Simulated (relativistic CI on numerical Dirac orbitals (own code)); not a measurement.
Cu³⁺: resonant inelastic scattering at the L2,3 edge

Computed with this model: Dirac-Coulomb-Breit CI, KLI orbitals optimised for each configuration, model QED, valence Slater integrals scaled by 0.8, Kramers-Heisenberg scattering through one core-hole configuration in a parametric crystal field; configurations [Ar] 3d8 → [He] 2s2 2p5 3s2 3p6 3d9; 300 K; core-hole width 0.6 eV; summed over polarisations. Incident energies are the highest absorption maxima for each field (at most a few, so the weaker spin-orbit partner edge can be absent), on the computed scale of the free ion. Intensities are in per cent of the strongest line above 0.02 eV; levels within 1 cm⁻¹ are merged; final levels count from the ground level, the first row holds all elastic scattering, lines under 0.4 are left out and each table stops after 24 rows. The scale of the Slater integrals is a model choice and moves the terms in proportion.

Field parameters in Wybourne normalisation: D4h B²₀ = −7Ds, B⁴₀ = 21(Dq − Dt), B⁴₄ = 21√(5/14) Dq. The field is a parameter set, without covalency.

S is read from ⟨S²⟩ = S(S + 1).

D4h, 10Dq = 19500, Ds = -1500, Dt = -530 cm⁻¹:

```csv
Final level (eV),Degeneracy,Irrep,S,935.1 eV,936.1 eV,956.5 eV
0.000,2,E,1.00,160.2,142.4,23.5
0.001,1,B2,1.00,2.1,24.9,3.7
1.735,1,A1,0.04,5.5,1.9,15.1
2.183,1,B1,0.27,14.4,4.2,2.6
2.419,2,E,1.00,100.0,9.1,11.6
2.450,1,B1,0.88,22.6,2.1,2.2
2.794,1,B2,1.00,26.9,29.4,7.3
2.809,1,B1,1.00,26.7,9.1,0.9
2.824,2,E,1.00,23.3,52.9,7.7
2.842,1,A2,1.00,6.8,14.9,0.9
2.850,1,A1,0.99,8.5,12.9,8.5
3.968,1,A1,0.98,3.3,12.7,2.7
3.984,1,A2,1.00,3.8,10.9,0.4
4.066,2,E,1.00,12.3,38.7,6.5
4.146,1,B2,1.00,12.2,10.0,9.3
4.158,1,B1,0.99,10.7,8.3,6.1
4.388,1,A1,0.30,0.9,6.2,4.8
4.619,1,B2,0.02,4.4,0.5,1.4
4.640,2,E,0.96,3.6,20.7,10.3
4.702,1,A1,0.89,2.0,16.7,2.9
4.805,2,E,0.13,3.9,3.8,16.1
5.707,2,E,0.05,1.0,2.4,8.5
6.350,1,A2,0.16,0.2,0.4,1.8
6.496,1,B1,1.00,3.5,3.0,0.2
```

D4h, 10Dq = 19500, Ds = -860, Dt = -530 cm⁻¹:

| Final level (eV) | Degeneracy | Irrep | S | 935.3 eV | 935.9 eV | 957.4 eV |
| --- | --- | --- | --- | --- | --- | --- |
| 0.000 | 2 | E | 1.00 | 171.9 | 158.4 | 23.4 |
| 0.001 | 1 | B2 | 1.00 | 4.5 | 25.8 | 6.1 |
| 1.948 | 1 | A1 | 0.05 | 7.0 | 2.2 | 5.0 |
| 2.184 | 1 | B1 | 0.27 | 14.5 | 5.7 | 8.7 |
| 2.421 | 2 | E | 1.00 | 100.0 | 19.0 | 4.1 |
| 2.457 | 1 | B1 | 0.88 | 19.0 | 3.5 | 7.2 |
| 2.903 | 1 | B2 | 1.00 | 24.2 | 33.8 | 4.6 |
| 2.912 | 1 | B1 | 1.00 | 25.8 | 12.9 | 0.6 |
| 2.916 | 2 | E | 1.00 | 24.2 | 62.8 | 13.5 |
| 2.921 | 1 | A2 | 1.00 | 8.7 | 21.1 | 7.8 |
| 2.929 | 1 | A1 | 0.99 | 10.0 | 17.9 | 3.8 |
| 3.986 | 1 | A1 | 0.88 | 4.6 | 9.0 | 0.5 |
| 4.029 | 1 | A2 | 1.00 | 4.9 | 9.0 | 0.6 |
| 4.098 | 2 | E | 1.00 | 16.0 | 30.1 | 2.7 |
| 4.167 | 1 | B2 | 1.00 | 15.8 | 8.4 | 0.9 |
| 4.179 | 1 | B1 | 0.99 | 14.0 | 8.5 | 4.4 |
| 4.216 | 1 | A1 | 0.42 | 1.4 | 7.9 | 23.4 |
| 4.467 | 2 | E | 1.00 | 6.8 | 24.5 | 0.5 |
| 4.514 | 1 | A1 | 0.90 | 4.1 | 18.5 | 27.5 |
| 4.622 | 1 | B2 | 0.02 | 4.8 | 1.0 | 2.4 |
| 4.977 | 2 | E | 0.02 | 5.1 | 2.9 | 3.9 |
| 5.683 | 2 | E | 0.04 | 1.1 | 2.3 | 24.6 |
| 6.044 | 1 | A2 | 0.03 | 0.3 | 0.4 | 21.8 |
| 6.446 | 1 | B1 | 1.00 | 4.5 | 3.4 | 1.9 |

D4h, 10Dq = 19500, Ds = -210, Dt = -530 cm⁻¹:

| Final level (eV) | Degeneracy | Irrep | S | 935.6 eV | 955.9 eV | 957.3 eV |
| --- | --- | --- | --- | --- | --- | --- |
| 0.000 | 2 | E | 1.00 | 284.8 | 33.0 | 38.5 |
| 0.001 | 1 | B2 | 1.00 | 26.4 | 5.1 | 8.9 |
| 2.115 | 1 | A1 | 0.05 | 8.1 | 6.7 | 13.7 |
| 2.184 | 1 | B1 | 0.28 | 14.8 | 3.1 | 13.0 |
| 2.423 | 2 | E | 1.00 | 100.0 | 16.1 | 11.8 |
| 2.460 | 1 | B1 | 0.88 | 15.3 | 8.8 | 11.9 |
| 2.963 | 1 | A2 | 1.00 | 35.0 | 4.4 | 11.6 |
| 2.970 | 1 | A1 | 0.98 | 28.7 | 5.3 | 8.0 |
| 2.974 | 2 | E | 1.00 | 75.1 | 19.8 | 20.6 |
| 2.979 | 1 | B2 | 1.00 | 46.8 | 13.9 | 7.9 |
| 2.985 | 1 | B1 | 1.00 | 32.4 | 3.3 | 1.8 |
| 3.942 | 1 | A1 | 0.52 | 5.7 | 0.6 | 8.7 |
| 4.106 | 1 | A2 | 1.00 | 8.8 | 7.8 | 0.3 |
| 4.157 | 2 | E | 1.00 | 24.2 | 16.4 | 2.2 |
| 4.171 | 1 | A1 | 0.84 | 13.5 | 5.1 | 26.0 |
| 4.216 | 1 | B2 | 1.00 | 19.4 | 9.2 | 0.7 |
| 4.228 | 1 | B1 | 1.00 | 19.4 | 5.9 | 6.4 |
| 4.245 | 2 | E | 1.00 | 33.3 | 13.1 | 0.6 |
| 4.292 | 1 | A1 | 0.88 | 17.5 | 5.0 | 41.9 |
| 4.624 | 1 | B2 | 0.02 | 4.5 | 7.4 | 4.2 |
| 5.110 | 2 | E | 0.03 | 7.9 | 10.4 | 9.2 |
| 5.710 | 2 | E | 0.02 | 1.9 | 6.3 | 40.8 |
| 5.724 | 1 | A2 | 0.01 | 0.5 | 2.4 | 30.8 |
| 6.401 | 1 | B1 | 1.00 | 7.4 | 0.3 | 2.8 |

For the first field the strongest loss at the lowest incident energy is the level at 2.42 eV (S = 1.00, against 1.00 in the thermal ground state). Levels of other spin, the first over 8 % at 1.73 eV, appear because spin-orbit coupling of the core hole, and in heavier ions of the valence shell too, mixes spins.
